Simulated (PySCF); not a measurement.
**Ionisation energy along the 8-electron series**

Calculated with PySCF 2.14 and a two-component X2C-1e Hamiltonian (Gaussian nucleus, no Breit or QED terms), each ion in its own even-tempered basis scaled to its charge; GMP2 freezes nothing and drops the highest virtual spinors. Values in eV. NIST values: (m) measured, (s) semi-empirical, (t) theoretical.

```json
{"ion": "Eu(55+)", "configuration": "[He] 2s2 2p4", "GHF (spin-free)": "11633.8", "GMP2 (spin-free)": "11635.5", "GHF (screened spin-orbit)": "11466.0", "GMP2 (screened spin-orbit)": "11466.0", "NIST": "11457 ± 5 (t)"}
{"ion": "Tb(57+)", "configuration": "[He] 2s2 2p4", "GHF (spin-free)": "12478.0", "GMP2 (spin-free)": "12479.7", "GHF (screened spin-orbit)": "12281.7", "GMP2 (screened spin-orbit)": "12281.7", "NIST": "12272 ± 6 (t)"}
```

Fill in the row of Gd(56+).

configuration: [He] 2s2 2p4; GHF (spin-free): 12051.9; GMP2 (spin-free): 12053.6; GHF (screened spin-orbit): 11870.3; GMP2 (screened spin-orbit): 11870.3; NIST: 11861 ± 5 (t).
